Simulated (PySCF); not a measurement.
Isomers of C4H12GeO. Level of theory: PBE0-D3(BJ)/def2-SVP geometry optimisation, gas phase (PySCF). Energies are electronic, without zero-point or thermal terms, for one conformer each. No frequencies were run at this level. Point groups hold within 0.08 Å.

Question: Order them by energy at this level, lowest first, and give relative energies in kcal/mol.
A. `[CH3:1][CH2:2][O:3][GeH2:4][CH2:5][CH3:6]` with C1–C2–O3–Ge4 175°, C2–O3–Ge4–C5 -177°, O3–Ge4–C5–C6 175°
B. Ge(OMe)Me3, `C[O][Ge]([CH3])([CH3])[CH3]`
C. `[CH3:1][O:2][CH2:3][C@H:4]([CH3:5])[GeH3:6]` with C1–O2–C3–C4 180°, O2–C3–C4–C5 70°
D. `[CH3:1][CH2:2][CH2:3][GeH2:4][O:5][CH3:6]` with C1–C2–C3–Ge4 -67°, C2–C3–Ge4–O5 -46°, C3–Ge4–O5–C6 177°

Answer: B (0.0), A (13.2), D (16.0), C (34.2).

```tsv
SMILES	E (Eh)	E rel (kcal/mol)	dipole (D)	point group	A, B, C (MHz)
C[O][Ge]([CH3])([CH3])[CH3]	-2310.94537	0.0	1.58	near Cs	2834, 1870, 1868
CC[O][GeH2][CH2]C	-2310.92436	13.2	0.86	near Cs	8139, 973.9, 900.6
CC[CH2][GeH2][O]C	-2310.91995	16.0	0.74	C1	3443, 1433, 1190
COC[C@H](C)[GeH3]	-2310.89081	34.2	1.80	C1	3318, 1320, 1063
```
